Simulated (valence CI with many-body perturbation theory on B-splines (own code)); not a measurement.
The numbers below are computed, except where a source is named.
## A CI+MBPT run for Cd⁴²⁺

Method: configuration interaction combined with many-body perturbation theory (CI+MBPT): four valence electrons over a frozen Dirac-Fock core [He], a basis of 6 s, 6 p, 5 d, 3 f, 1 g functions for each j, with the one-electron correlation potential Σ1 (screened to all orders), the two-electron term Σ2, the three-electron term Σ3, Breit, model QED; selected single and double excitations, second order for the rest, scaled by the run's own slope (own B-spline code, finite nucleus).

Command, and the settings that its task file holds:

```sh
python run_cv.py task.json out
```

```
atom Cd  Z=48  mass_number=114  rms_radius_fm=4.6087
core [He]
valence 2s2 2p2
avg = 1
basis = S
breit = 1
cap = 20000
capref = 1200
cscale = 1
de = 0.0
dress = 0
eps = 2e-08
extrap = 1
h = 0.27
hh = 1
l2 = 3
lcore = 6
maxit = 60
n2 = 5
natural = 1
nlev = 30
nno = [3, 3, 3, 2, 1]
nroot = 26
nsp = [3, 3, 2, 1, 0]
pt2 = 1
qed = 1
rpa = 1
s1 = 1
s2 = 1
s3 = 1
screen = 1
tol = 2e-05
whole = 1
```

It took 13 s on 1 thread of Arm Neoverse V2, with other jobs on the host.

Log. The first blocks belong to the next ion, which gives the ionisation energy. Fields: 2J, parity (1 odd), roots, reference size, generating configurations, candidates as configurations/state functions, variational space P, stored matrix elements, Davidson steps; e2 is the range of second-order energies in hartree. The first line gives the box (bohr), its intervals, the orbitals and the steps of their self-consistent field. Window is the range of levels sought, series limit the energy at which the first omitted orbital would enter, core excitation an estimate of the first excitation out of the core, left out the lowest levels not solved, and shifts from estimates the range by which levels moved from their first estimate, all in cm⁻¹.

```
rmax 1.4 intervals 54 orbitals 36 references ['2s2 2p2', '2s 2p3', '2p4'] scf 3 t 0.3
2J=1 par=1 roots 2 ref 40 generators 2 cand 653/925 P 531/794 nnz 0 it 0
2J=1 par=1 roots 2 ref 40 generators 2 cand 154/171 P 562/836 nnz 0 it 0
   second order: generators 5 cand 694/931 e2 -0.00001 -0.00000
reference levels 486, estimated 392, window 32640860 1/cm; series limit 42064353, core excitation 188753823
2J=0 par=0 roots 8 ref 32 generators 14 cand 2784/4675 P 2659/4000 nnz 1.1e+06 it 5
2J=0 par=0 roots 8 ref 32 generators 17 cand 1820/3207 P 3141/4831 nnz 1.5e+06 it 5
   second order: generators 26 cand 3298/5376 e2 -0.00002 -0.00000
2J=2 par=0 roots 10 ref 67 generators 19 cand 3887/14665 P 1746/5187 nnz 2.3e+06 it 6
2J=2 par=0 roots 10 ref 67 generators 20 cand 3372/13183 P 3671/12382 nnz 1.1e+07 it 7
   second order: generators 28 cand 3419/13532 e2 -0.00002 -0.00000
2J=4 par=0 roots 12 ref 73 generators 20 cand 4261/20614 P 1590/5196 nnz 2.5e+06 it 5
2J=4 par=0 roots 12 ref 73 generators 21 cand 3792/19130 P 3864/16137 nnz 1.8e+07 it 8
   second order: generators 27 cand 3395/16349 e2 -0.00003 -0.00000
2J=4 par=1 roots 11 ref 71 generators 21 cand 4282/20533 P 1492/5194 nnz 2.6e+06 it 5
2J=4 par=1 roots 11 ref 71 generators 22 cand 3867/19050 P 3834/16543 nnz 1.9e+07 it 10
   second order: generators 31 cand 4446/26253 e2 -0.00002 -0.00000
2J=2 par=1 roots 12 ref 66 generators 22 cand 3877/14628 P 1799/5185 nnz 2.3e+06 it 5
2J=2 par=1 roots 12 ref 66 generators 22 cand 3364/13147 P 3920/13396 nnz 1.2e+07 it 7
   second order: generators 32 cand 3802/16804 e2 -0.00003 -0.00000
2J=6 par=1 roots 4 ref 48 generators 11 cand 3704/19148 P 1291/4180 nnz 1.8e+06 it 5
2J=6 par=1 roots 4 ref 48 generators 14 cand 3719/19456 P 3087/12971 nnz 1.3e+07 it 7
   second order: generators 18 cand 3103/19163 e2 -0.00003 -0.00000
2J=0 par=1 roots 5 ref 25 generators 11 cand 2243/3536 P 2588/3998 nnz 1.1e+06 it 5
2J=0 par=1 roots 5 ref 25 generators 12 cand 1305/2063 P 3188/5024 nnz 1.7e+06 it 5
   second order: generators 16 cand 2185/3894 e2 -0.00001 -0.00000
2J=6 par=0 roots 4 ref 46 generators 10 cand 3735/19328 P 1220/4000 nnz 1.6e+06 it 5
2J=6 par=0 roots 4 ref 46 generators 11 cand 3361/18104 P 3288/14626 nnz 1.7e+07 it 9
   second order: generators 14 cand 2393/13820 e2 -0.00003 -0.00001
2J=8 par=1 roots 1 ref 24 generators 4 cand 2210/10793 P 1130/3995 nnz 1.9e+06 it 4
2J=8 par=1 roots 1 ref 24 generators 4 cand 1862/9321 P 1784/6991 nnz 5e+06 it 4
   second order: generators 6 cand 1661/10216 e2 -0.00002 -0.00002
2J=8 par=0 roots 1 ref 19 generators 4 cand 1977/10687 P 1162/4000 nnz 1.8e+06 it 4
2J=8 par=0 roots 1 ref 19 generators 4 cand 1681/9204 P 1962/8218 nnz 7e+06 it 5
   second order: generators 4 cand 881/4986 e2 -0.00002 -0.00002
2J=10 par=0 roots 1 ref 5 generators 2 cand 1048/4860 P 1116/4000 nnz 2e+06 it 4
2J=10 par=0 roots 1 ref 5 generators 2 cand 719/3362 P 1463/5668 nnz 4e+06 it 4
   second order: generators 2 cand 372/1694 e2 -0.00001 -0.00001
left out: unestimated 45310179, estimated 34314178, shifts from estimates 0 to 96
operators 0.1
```

The Davidson iterations converged.

The last digits are not significant, and no measured levels were compared; by estimate large intervals hold to a few tenths of a per cent, small ones and those within an open d or f shell to about a per cent.

```yaml
Valence_energy: -1066.408 hartree
Ionisation_energy: "6881.5 eV (NIST: 6869 ± 8 eV (semi-empirical))"
Reference_configurations_for_the_orbitals: 2s2 2p2, 2s 2p3, 2p4
Radial_orbitals: 36
Box_radius: 1.357 bohr
Largest_variational_space: 16543
Lowest_levels: (2s^2 2p1/2^2) J=0 0.00, (2s^2 2p1/2 2p3/2) J=1 1559.6, (2s^2 2p1/2 2p3/2) J=2 1674.0, (2s 2p1/2^2 2p3/2) J=2 2815.8, (2s 2p1/2^2 2p3/2) J=1 3252.5, (2s^2 2p3/2^2) J=2 3317.7, (2s^2 2p3/2^2) J=0 3596.7, (2s 2p1/2 2p3/2^2) J=2 [a] 4294.5, (2s 2p1/2 2p3/2^2) J=3 4539.0, (2s 2p1/2 2p3/2^2) J=0 4790.9, (2s 2p1/2 2p3/2^2) J=1 [a] 4888.6, (2s 2p1/2 2p3/2^2) J=2 [b] 4969.9, (2s 2p1/2 2p3/2^2) J=1 [b] 5005.3, (2p1/2^2 2p3/2^2) J=2 6349.0 × 10³ cm⁻¹
```

Levels are named by their leading jj configuration (3d3/2^4 stands for four electrons in 3d with j = 3/2), which in mixed levels can hold well under half, so a name can repeat and another be missing. Letters in brackets count levels of one name in rising energy.
